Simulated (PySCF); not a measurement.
Species: sum formula ZrH3I, charge 0, multiplicity 1. 
Coordinates optimised at B3LYP-D3(BJ)/def2-TZVP (Ansatz):
```xyz
5

Zr     1.1782    -0.2725     0.8421
I     -0.9835     0.2275    -0.7029
H      2.6901     0.3575    -0.0012
H      0.9777     0.5753     2.4653
H      1.3311    -2.0889     1.1086
```
Charge 0, spin multiplicity 1.

Dispersion corrections to the total energy (kcal/mol) from the dftd3 and dftd4 libraries through PySCF: D3(BJ) without and D4 with the three-body term, each with the damping fitted for the functional named.

```
functional  D3(BJ)     D4
----------  ------  -----
HSE06        -2.02    [?]
HF          -19.08  -6.63
PBE            [?]  -2.37
r2SCAN       -0.60  -0.53
CAM-B3LYP    -2.40  -2.17
LC-wPBE      -2.61  -2.73
BLYP           [?]  -4.78
```

Q: Some entries are withheld; supply them.

A: 
- HSE06, D4: -1.98
- PBE, D3(BJ): -2.13
- BLYP, D3(BJ): -5.19
